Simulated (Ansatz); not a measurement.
`[CH3][GeH2][F]`. Charge 0, multiplicity 1. Correlated methods include outer-core shells of Ge, which these sets cover unevenly. Scalar relativity is left out up to krypton.

```xyz
8

C     0.4468   -0.9380    0.1063
Ge   -0.4430    0.7600   -0.1672
F     0.2784    1.8827    0.9617
H     0.0390   -1.6917   -0.5701
H     0.3018   -1.2723    1.1340
H     1.5149   -0.8336   -0.0861
H    -1.9401    0.7301    0.1819
H    -0.1977    1.3627   -1.5604
```

(1) Give the diagnostics of a CCSD(T)/def2-TZVPP run (frozen core, the Gaussian-basis code of Ansatz). (An estimate is asked.)

Answers

(1) Ansatz gave: T1 = 0.0110, largest single amplitude 0.017, largest double 0.027, (T) share of the correlation energy 3.1 %, 8 CCSD cycles. The RHF solution is stable towards an unrestricted one. T1 lies under the customary mark of 0.02 for closed shells.
